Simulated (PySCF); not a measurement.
## Magnetic susceptibility: `CC(CB(NB)Cl)=C`, C₄H₁₀B₂ClN

Geometry (Å), atoms numbered from 1 in this order:
```xyz
18

B     2.9291   -0.4152    0.3883
N     1.6378   -0.0327   -0.0307
B     1.0508    0.0136   -1.3215
Cl    1.9645   -0.4290   -2.7071
C    -0.4586    0.5130   -1.4998
C    -1.2897    0.3162   -0.2623
C    -1.4807    1.2770    0.6293
C    -1.8364   -1.0673   -0.0824
H     3.7084   -0.7800   -0.4011
H     3.1856   -0.3601    1.5288
H     1.0044    0.2650    0.7031
H    -0.4318    1.5771   -1.7521
H    -0.9350    0.0095   -2.3434
H    -1.0860    2.2697    0.4910
H    -2.0530    1.1149    1.5270
H    -2.3464   -1.1701    0.8718
H    -2.5424   -1.2977   -0.8796
H    -1.0293   -1.7976   -0.1357
```

Level of theory: GIAO HF/pcSseg-1 magnetisability, rotational g tensor and spin-rotation constants, non-relativistic, gas phase in PySCF 2.14.0. Geometry: GFN2-xTB.

Problem. How diamagnetic is it, and how anisotropic?

Solution. Isotropic -1415 × 10⁻³⁰ J/T², or -85.2 × 10⁻⁶ cm³/mol; principal values -1582, -1372, -1290 × 10⁻³⁰ J/T², anisotropy 261 × 10⁻³⁰ J/T² (root of half the summed squared differences of the principal values). The susceptibility is in cgs units.

Problem. Split it along the inertial axes a, b, c into diamagnetic and paramagnetic parts about the centre of mass, with the quadrupole moment.

Solution. 
```
axis  χ (10⁻⁶ cm³/mol)  diamagnetic (10⁻⁶ cm³/mol)  paramagnetic (10⁻⁶ cm³/mol)  summed x² of all electrons (Å²)  quadrupole Θ (D Å)
   a             -79.9                      -615.7                        535.7                            254.1               -4.93
   b             -80.8                     -1272.6                       1191.8                             99.3               -0.50
   c             -94.8                     -1499.2                       1404.4                             45.9               +5.43
```
Anisotropies 2χaa − χbb − χcc = +15.8 and 2χbb − χaa − χcc = +13.1 × 10⁻⁶ cm³/mol. Θ is traceless in Buckingham's convention.

Problem. And the rotational g tensor?

Solution. 
| axis | rotational constant (GHz) | g | nuclear part | electronic part |
| --- | --- | --- | --- | --- |
| a | 2.4556 | -0.0258 | 0.5922 | -0.6180 |
| b | 1.0217 | -0.0116 | 0.5605 | -0.5721 |
| c | 0.8490 | -0.0054 | 0.5547 | -0.5602 |

Asymmetric top; isotopes 11B, 12C, 35Cl, 1H, 14N; no vibrational averaging.
